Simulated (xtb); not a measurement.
H4Pb, SMILES [PbH4]. All values are semi-empirical tight-binding results from xtb (GFN2-xTB unless named), good for trends rather than for accurate numbers. Coordinates come from a GFN2-xTB optimisation.

Optimised geometry:

Bonded distances (Å): Pb1–H2 1.721, Pb1–H3 1.721, Pb1–H4 1.721, Pb1–H5 1.721. Bond angles (°): H2–Pb1–H3 109.5, H2–Pb1–H4 109.5, H2–Pb1–H5 109.5, H3–Pb1–H4 109.5, H3–Pb1–H5 109.5, H4–Pb1–H5 109.5.

For metal compounds this method's bond lengths and energies can be far off.

```
Property                                       Value
-------------------------------------  -------------
point group as xtb finds it                       Td
orbital gap                                  5.91 eV
zero-point energy                      15.3 kcal/mol
G − E(el) at 298.15 K (modified RRHO)   1.3 kcal/mol
```

Computed atomic charges:
charges (e) Pb1 0.00, H2 0.00, H3 0.00, H4 0.00, H5 0.00.
